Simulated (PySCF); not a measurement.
Cl2Pb, SMILES [Cl][Pb][Cl] (connectivity only; charge and spin as stated), charge +1, multiplicity 2.

The structure is a stationary point at B3LYP-D3(BJ)/def2-TZVP. The multiplicity is an assumed one; other spin states were not compared. The isomer is the one that the SMILES or the coordinates give; other isomers of the formula were not compared. The def2 effective core potentials stand for the cores of Pb; spin–orbit coupling is left out.

Level of theory: PBE/def2-TZVPD run with PySCF.

Gas-phase values at a fixed geometry.

Task: Estimate the frontier levels, dipole moment and polarisability. (Estimate from the structure and the level; the computed values follow.)

Result: 
α spin, highest occupied and lowest empty level: -12.62 and -9.35 eV
β spin, highest occupied and lowest empty level: -12.78 and -11.52 eV
dipole moment about the centre of nuclear charge: 2.63 D
mean static polarisability: 64.8 bohr³ (9.61 Å³)
polarisability, principal values: 41.6, 74.2, 78.7 bohr³
⟨S²⟩: 0.753 (pure state 0.75)
